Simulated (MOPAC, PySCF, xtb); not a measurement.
Bond stretch in NaI, singlet.

Levels of theory: GFN1-xTB (xtb); UMP2 = MP2 on UHF/def2-SVP, 5 core orbitals frozen, def2 effective core potentials past Kr (PySCF); RKS-PBE = restricted PBE/def2-SVP, def2 effective core potentials past Kr run with PySCF; AM1, restricted, heats of formation (MOPAC); UHF/LANL2DZ = unrestricted Hartree-Fock/LANL2DZ, with its core potentials past Ne (PySCF).

Energies are in kJ/mol, each relative to the lowest point of its own curve near equilibrium.

```
R / Å  GFN1-xTB   UMP2  RKS-PBE    AM1  UHF/LANL2DZ
-----  --------  -----  -------  -----  -----------
2.04      675.8  275.4    247.7  402.1        318.0
2.16      333.2  160.6    142.1  231.8        193.8
2.31      121.9   73.0     62.7  101.4         95.8
2.45       37.3   28.6     23.2   36.1         42.9
2.58        6.9    8.0      5.6    7.7         15.7
2.63        2.2    3.8      2.3    2.8          9.3
2.71        0.0    0.3      0.0    0.0          2.7
2.78        1.7    0.0      0.4    1.8          0.0
2.89        9.0    3.3      4.5   10.3          0.1
2.98       17.5    8.6     10.2   21.1          3.2
3.15       37.2   23.0     24.7   47.0         14.3
3.34       62.3   43.0     44.0   79.7         31.4
3.69      111.7   83.6     81.6  139.0         67.9
4.04      160.6  123.2    116.6  189.7        104.5
4.44          —  164.0    150.3  235.4        142.6
4.88          —  202.4    179.4  273.3        178.7
5.47          —      —        —  310.1        214.2
5.91          —      —        —  330.5        218.6
6.63          —      —        —  355.4        220.4
7.34          —      —        —  373.1        220.8
8.13          —      —        —  387.8        220.8
```

At the longest distance, 8.13 Å, AM1 lies highest above its minimum (387.8 kJ/mol) and UHF/LANL2DZ lowest (220.8 kJ/mol).

Dashes: no converged value, or the column stops at the first point that the program doubted or that broke a chosen test of continuity, which isn't proof of a fault.

The unrestricted determinant behind UMP2, UHF/LANL2DZ is spin-contaminated at 5.47 to 8.13 Å (<S²> up to 1.0, against 0.00 for a pure singlet). The restricted form behind RKS-PBE, AM1 keeps the bonding electrons paired and can't separate into open-shell fragments.
